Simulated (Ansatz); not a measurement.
## Nudged elastic band run: BF$_{2}$H$_{5}$Si

input.yaml

```yaml
crystal:
  periodic: [false, false, false]
  atoms:
    - { symbol: B, position_ang: [-0.023361, 1.00186, -0.290199] }
    - { symbol: H, position_ang: [0.398874, 1.77003, 0.510824] }
    - { symbol: F, position_ang: [0.68019, -0.030972, -0.667284] }
    - { symbol: F, position_ang: [-1.200988, 1.161995, -0.823552] }
    - { symbol: Si, position_ang: [0.126609, -2.939553, 1.289843] }
    - { symbol: H, position_ang: [-0.502035, -3.176959, -0.028595] }
    - { symbol: H, position_ang: [1.597343, -2.865267, 1.142552] }
    - { symbol: H, position_ang: [-0.222773, -4.045948, 2.211089] }
    - { symbol: H, position_ang: [-0.378159, -1.664986, 1.855122] }
basis:
  gaussian: { orbitals: def2-SVP }
hamiltonian:
  xc: hf
neb:
  order_check: false
  images: 7
  f_tol: 0.05
  max_iterations: 60
  final_atoms:
    - { symbol: B, position_ang: [-0.29807621, -0.737351, -0.47774371] }
    - { symbol: H, position_ang: [0.77954049, 1.00988975, 2.24543118] }
    - { symbol: F, position_ang: [0.63958742, 0.1669003, -0.62102008] }
    - { symbol: F, position_ang: [-1.48834792, -0.40264764, -0.91234128] }
    - { symbol: Si, position_ang: [0.0470704, -2.57341981, 0.36854348] }
    - { symbol: H, position_ang: [-0.20860979, -3.63011505, -0.64102543] }
    - { symbol: H, position_ang: [1.44561703, -2.67654037, 0.84440643] }
    - { symbol: H, position_ang: [-0.88014163, -2.76932117, 1.5093789] }
    - { symbol: H, position_ang: [0.4390602, 0.822805, 2.88417051] }
  initial_path:
    images:
      - { positions_ang: [[-0.023361, 1.00186, -0.290199], [0.398874, 1.77003, 0.510824], [0.68019, -0.030972, -0.667284], [-1.200988, 1.161995, -0.823552], [0.126609, -2.939553, 1.289843], [-0.502035, -3.176959, -0.028595], [1.597343, -2.865267, 1.142552], [-0.222773, -4.045948, 2.211089], [-0.378159, -1.664986, 1.855122]] }
      - { positions_ang: [[-0.01931252, 0.75407615, -0.21176603], [0.29740451, 1.32268173, 0.77392773], [0.79410323, -0.01562985, -0.65954545], [-1.18832023, 0.87570675, -0.77675212], [0.11984458, -2.73847357, 1.14018787], [-0.54788096, -3.12460433, -0.07540341], [1.57048672, -2.79416192, 1.02665568], [-0.2761496, -3.5974538, 2.16938094], [-0.27447572, -1.47194116, 1.81311478]] }
      - { positions_ang: [[-0.01526405, 0.50629229, -0.13333306], [0.19593501, 0.87533346, 1.03703147], [0.90801645, -0.00028769, -0.6518069], [-1.17565246, 0.58941849, -0.72995223], [0.11308016, -2.53739413, 0.99053273], [-0.59372692, -3.07224966, -0.12221182], [1.54363043, -2.72305684, 0.91075937], [-0.3295262, -3.1489596, 2.12767288], [-0.17079244, -1.27889633, 1.77110755]] }
      - { positions_ang: [[-0.01121557, 0.25850844, -0.05490008], [0.09446552, 0.42798519, 1.3001352], [1.02192968, 0.01505446, -0.64406835], [-1.16298469, 0.30313024, -0.68315235], [0.10631574, -2.3363147, 0.8408776], [-0.63957287, -3.01989498, -0.16902023], [1.51677415, -2.65195176, 0.79486305], [-0.38290279, -2.7004654, 2.08596482], [-0.06710916, -1.08585149, 1.72910033]] }
      - { positions_ang: [[-0.0071671, 0.01072458, 0.02353289], [-0.00700397, -0.01936308, 1.56323894], [1.1358429, 0.03039662, -0.6363298], [-1.15031692, 0.01684198, -0.63635246], [0.09955132, -2.13523526, 0.69122246], [-0.68541883, -2.96754031, -0.21582864], [1.48991787, -2.58084667, 0.67896674], [-0.43627939, -2.2519712, 2.04425677], [0.03657412, -0.89280665, 1.68709311]] }
      - { positions_ang: [[-0.07989438, -0.17629431, -0.10178626], [0.18963214, 0.23795013, 1.733787], [1.01177903, 0.06452254, -0.63250237], [-1.23482467, -0.08803043, -0.70534967], [0.08643109, -2.2447814, 0.61055272], [-0.56621657, -3.133184, -0.32212784], [1.47884266, -2.6047701, 0.72032666], [-0.54724495, -2.38130869, 1.9105373], [0.13719564, -0.46390374, 1.98636246]] }
      - { positions_ang: [[-0.15262166, -0.36331321, -0.22710541], [0.38626826, 0.49526333, 1.90433506], [0.88771516, 0.09864846, -0.62867494], [-1.31933242, -0.19290283, -0.77434687], [0.07331086, -2.35432754, 0.52988297], [-0.44701431, -3.29882768, -0.42842704], [1.46776745, -2.62869352, 0.76168659], [-0.65821051, -2.51064618, 1.77681783], [0.23781716, -0.03500082, 2.28563181]] }
      - { positions_ang: [[-0.22534893, -0.55033211, -0.35242456], [0.58290438, 0.75257654, 2.07488312], [0.76365129, 0.13277438, -0.62484751], [-1.40384017, -0.29777524, -0.84334407], [0.06019063, -2.46387368, 0.44921322], [-0.32781205, -3.46447137, -0.53472624], [1.45669224, -2.65261695, 0.80304651], [-0.76917607, -2.63998368, 1.64309837], [0.33843868, 0.39390209, 2.58490116]] }
      - { positions_ang: [[-0.29807621, -0.737351, -0.47774371], [0.77954049, 1.00988975, 2.24543118], [0.63958742, 0.1669003, -0.62102008], [-1.48834792, -0.40264764, -0.91234128], [0.0470704, -2.57341981, 0.36854348], [-0.20860979, -3.63011505, -0.64102543], [1.44561703, -2.67654037, 0.84440643], [-0.88014163, -2.76932117, 1.5093789], [0.4390602, 0.822805, 2.88417051]] }
```

Launched with:

```bash
$ ansatz run input.yaml --threads 1 --pin off --max-ram 2048MiB --backend cpu --events-out ev --progress --plain --runs-dir out
```

Output, in part (warnings, iteration lines, the closing report on the highest movable image, with atoms numbered from 0):

```
NEB end point (image 0): max|allowed force component| = 2.588e-2 eV/Å (the criterion of neb.relax_end_points is 1.000e-2)
NEB end point (image 8): max|allowed force component| = 2.315e-2 eV/Å (the criterion of neb.relax_end_points is 1.000e-2)
NEB iter   1: max|band force component| = 7.980e0 eV/Å  barrier→ = 7.1899 eV  barrier← = 6.3577 eV  Δτ_max = 0.2000 Å  (312 SCF iters)
NEB iter   2: max|band force component| = 3.700e0 eV/Å  barrier→ = 5.3920 eV  barrier← = 4.5598 eV  Δτ_max = 0.2000 Å  (253 SCF iters)
NEB iter   3: max|band force component| = 2.668e0 eV/Å  barrier→ = 3.8407 eV  barrier← = 3.0085 eV  Δτ_max = 0.2000 Å  (250 SCF iters)
NEB iter   4: max|band force component| = 3.123e0 eV/Å  barrier→ = 3.4833 eV  barrier← = 2.6510 eV  Δτ_max = 0.1054 Å  (230 SCF iters)
NEB iter   5: max|band force component| = 2.795e0 eV/Å  barrier→ = 3.1226 eV  barrier← = 2.2903 eV  Δτ_max = 0.1002 Å  (229 SCF iters)
NEB iter   6: max|band force component| = 1.026e0 eV/Å  barrier→ = 2.9700 eV  barrier← = 2.1378 eV  Δτ_max = 0.1394 Å  (233 SCF iters)
NEB iter   7: max|band force component| = 7.935e-1 eV/Å  barrier→ = 2.8174 eV  barrier← = 1.9851 eV  Δτ_max = 0.0993 Å  (235 SCF iters)
NEB iter   8: max|band force component| = 5.132e-1 eV/Å  barrier→ = 2.9608 eV  barrier← = 2.1285 eV  Δτ_max = 0.1975 Å  (231 SCF iters)
NEB iter   9: max|band force component| = 3.180e0 eV/Å  barrier→ = 2.5523 eV  barrier← = 1.7201 eV  Δτ_max = 0.1002 Å  (239 SCF iters)
NEB iter  10: max|band force component| = 3.031e0 eV/Å  barrier→ = 2.3069 eV  barrier← = 1.4747 eV  Δτ_max = 0.0504 Å  (233 SCF iters)
NEB iter  11: max|band force component| = 1.891e0 eV/Å  barrier→ = 2.3760 eV  barrier← = 1.5437 eV  Δτ_max = 0.1009 Å  (230 SCF iters)
NEB iter  12: max|band force component| = 9.920e-1 eV/Å  barrier→ = 2.2787 eV  barrier← = 1.4465 eV  Δτ_max = 0.1000 Å  (230 SCF iters)
NEB iter  13: max|band force component| = 1.150e0 eV/Å  barrier→ = 2.2710 eV  barrier← = 1.4387 eV  Δτ_max = 0.0503 Å  (230 SCF iters)
NEB iter  14: max|band force component| = 2.255e0 eV/Å  barrier→ = 2.2383 eV  barrier← = 1.4060 eV  CI = image 4  Δτ_max = 0.0997 Å  (230 SCF iters)
NEB iter  15: max|band force component| = 1.919e0 eV/Å  barrier→ = 2.6776 eV  barrier← = 1.8454 eV  CI = image 4  Δτ_max = 0.1979 Å  (232 SCF iters)
NEB iter  16: max|band force component| = 1.519e0 eV/Å  barrier→ = 3.1694 eV  barrier← = 2.3371 eV  CI = image 4  Δτ_max = 0.0997 Å  (235 SCF iters)
NEB iter  17: max|band force component| = 1.359e0 eV/Å  barrier→ = 3.1231 eV  barrier← = 2.2909 eV  CI = image 4  Δτ_max = 0.0500 Å  (233 SCF iters)
NEB iter  18: max|band force component| = 5.187e-1 eV/Å  barrier→ = 3.1022 eV  barrier← = 2.2700 eV  CI = image 4  Δτ_max = 0.0250 Å  (232 SCF iters)
NEB iter  19: max|band force component| = 2.011e-1 eV/Å  barrier→ = 3.0956 eV  barrier← = 2.2634 eV  CI = image 4  Δτ_max = 0.0412 Å  (234 SCF iters)
NEB iter  20: max|band force component| = 1.066e-1 eV/Å  barrier→ = 3.0917 eV  barrier← = 2.2594 eV  CI = image 4  Δτ_max = 0.0498 Å  (232 SCF iters)
NEB iter  21: max|band force component| = 1.319e-1 eV/Å  barrier→ = 3.0905 eV  barrier← = 2.2582 eV  CI = image 4  Δτ_max = 0.0250 Å  (231 SCF iters)
NEB iter  22: max|band force component| = 7.663e-2 eV/Å  barrier→ = 3.0899 eV  barrier← = 2.2576 eV  CI = image 4  Δτ_max = 0.0252 Å  (236 SCF iters)
NEB iter  23: max|band force component| = 4.741e-1 eV/Å  barrier→ = 3.0896 eV  barrier← = 2.2574 eV  CI = image 4  Δτ_max = 0.0125 Å  (235 SCF iters)
NEB iter  24: max|band force component| = 2.105e-1 eV/Å  barrier→ = 3.0893 eV  barrier← = 2.2571 eV  CI = image 4  Δτ_max = 0.0125 Å  (234 SCF iters)
NEB iter  25: max|band force component| = 1.016e-1 eV/Å  barrier→ = 3.0891 eV  barrier← = 2.2568 eV  CI = image 4  Δτ_max = 0.0063 Å  (238 SCF iters)
NEB iter  26: max|band force component| = 5.256e-2 eV/Å  barrier→ = 3.0889 eV  barrier← = 2.2566 eV  CI = image 4  Δτ_max = 0.0063 Å  (235 SCF iters)
NEB iter  27: max|band force component| = 1.018e-1 eV/Å  barrier→ = 3.0887 eV  barrier← = 2.2565 eV  CI = image 4  Δτ_max = 0.0031 Å  (235 SCF iters)
NEB iter  28: max|band force component| = 3.805e-2 eV/Å  barrier→ = 3.0887 eV  barrier← = 2.2564 eV  CI = image 4  Δτ_max = 0.0000 Å  (615 SCF iters)
Total energy: -14017.27085923 eV, -515.1252028292 hartree
Atom 0 at    -0.052995    -0.199014     0.179963 Å, force    -0.012958     0.002614     0.006885 eV/Å
Atom 1 at     0.268602     0.555621     1.260696 Å, force     0.004054    -0.007125    -0.005918 eV/Å
Atom 2 at     0.881594     0.013155    -0.764967 Å, force    -0.005911     0.000590     0.004681 eV/Å
Atom 3 at    -1.344799     0.039756    -0.113049 Å, force     0.003301     0.000888    -0.003556 eV/Å
Atom 4 at     0.104564    -2.332122     0.786841 Å, force    -0.002547    -0.005307     0.000202 eV/Å
Atom 5 at    -0.395577    -2.904627    -0.481858 Å, force     0.004902     0.001071     0.001629 eV/Å
Atom 6 at     1.495266    -2.768291     1.048152 Å, force    -0.001973     0.000467     0.003545 eV/Å
Atom 7 at    -0.768261    -2.731299     1.915721 Å, force    -0.000446     0.000985    -0.005677 eV/Å
Atom 8 at     0.287308    -0.462978     1.368301 Å, force     0.011579     0.005817    -0.001791 eV/Å
Dipole moment:     0.143537    -0.190085     0.499678 e Å
```

It converged. Neighbouring images differ by up to 2.6 eV, so the band resolves the path poorly. A vibrational analysis at the climbing image gives one clearly imaginary mode, 1566i cm⁻¹: a first-order saddle point. The orbitals stay closed-shell, which can raise the energy where a bond breaks towards radicals; this wasn't checked here.

Final band (atoms are numbered from 1 in the order of the input):

```tsv
image	path coordinate (Å)	energy (eV)	B1–H2 (Å)	Si5–H9 (Å)	B1–Si5 (Å)
0	0.00	0.00	1.19	1.48	4.25
1	1.00	0.01	1.19	1.48	4.06
2	2.00	0.05	1.19	1.48	3.60
3	3.00	0.46	1.19	1.49	2.94
4	4.00	3.09	1.36	1.97	2.22
5	4.82	1.38	2.04	2.56	2.04
6	5.63	0.90	2.65	3.16	2.05
7	6.44	0.84	3.13	3.79	2.05
8	7.25	0.83	3.41	4.24	2.05
```

Time of the run: 3.4 min on 1 thread of Arm Neoverse V2 (shared host), peak memory 0.15 GiB.
